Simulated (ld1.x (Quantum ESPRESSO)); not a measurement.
## oxygen, RRKJ: configuration errors across variants

- Element: O
- Generator: ld1.x (Quantum ESPRESSO) 7.5
- Type: norm-conserving RRKJ (Kleinman–Bylander form)
- Functional: LDA (PZ)
- Relativity: non-relativistic
- Frozen core: [He]
- Valence charge: 6
- Reference configuration: 2s2 2p2 (charge +2)
- Partial waves: 2s (bound): rc 0.85 bohr; 2p (bound): rc 1.70 bohr; 3d channel at -0.15 Ry: rc 1.80 bohr
- Local potential: the d channel
- Core correction: a·sin(br)/r model core inside 0.85 bohr
- rho0: 0.01

All-electron excitation energies from the reference (eV): (1) 2s2 2p4 -50.307; (2) 2s2 2p3 -33.716; (3) 2s2 2p1 53.967; (4) 2s2 2p4.3 -52.483; (5) 2s2 2p3.5 -43.937; (6) 2s2 2p0 130.920; (7) 2s1 2p5 -35.776; (8) 2s2 2p2 spin -2.234; (9) 2s2 2p4 spin -51.717.

Spin tests fill each open shell by Hund’s rule, majority spin first.

1 further variants failed, have other tests or too few solved ones, and are left out.

Errors AE − PS in meV (a dash: test not solved or not reliable):

| change | (1) | (2) | (3) | (4) | (5) | (6) | (7) | (8) | (9) | bound ghosts |
| --- | --- | --- | --- | --- | --- | --- | --- | --- | --- | --- |
| base | +419 | +182 | +418 | +458 | +315 | +2286 | +787 | +93 | +501 | none |
| wave 2s (bound): rc 0.85 bohr becomes 2s (bound): rc 0.64 bohr | +425 | +185 | +422 | +465 | +320 | +2308 | +799 | +94 | +508 | none |
| wave 2s (bound): rc 0.85 bohr becomes 2s (bound): rc 0.84 bohr | +419 | +183 | +418 | +459 | +316 | +2287 | +788 | +93 | +502 | none |
| wave 2s (bound): rc 0.85 bohr becomes 2s (bound): rc 0.92 bohr | +417 | +182 | +417 | +456 | +314 | +2281 | +783 | +93 | +500 | none |
| wave 2s (bound): rc 0.85 bohr becomes 2s (bound): rc 0.98 bohr | +416 | +181 | +416 | +455 | +313 | +2276 | +780 | +93 | +498 | none |
| wave 2s (bound): rc 0.85 bohr becomes 2s (bound): rc 1.10 bohr | +409 | +179 | +412 | +447 | +309 | +2259 | +765 | +93 | +492 | none |
| wave 2s (bound): rc 0.85 bohr becomes 2s (bound): rc 1.18 bohr | +402 | +176 | +408 | +439 | +304 | +2239 | +746 | +94 | +484 | none |
| wave 2s (bound): rc 0.85 bohr becomes 2s (bound): rc 1.26 bohr | +395 | +174 | +403 | +430 | +299 | +2221 | +726 | +95 | +476 | none |

**Question.** Give the same row for: wave 2s (bound): rc 0.85 bohr becomes 2s (bound): rc 0.72 bohr.

**Answer.** +422, +184, +420, +462, +318, +2297, +794, +93, +505; bound ghosts: none.
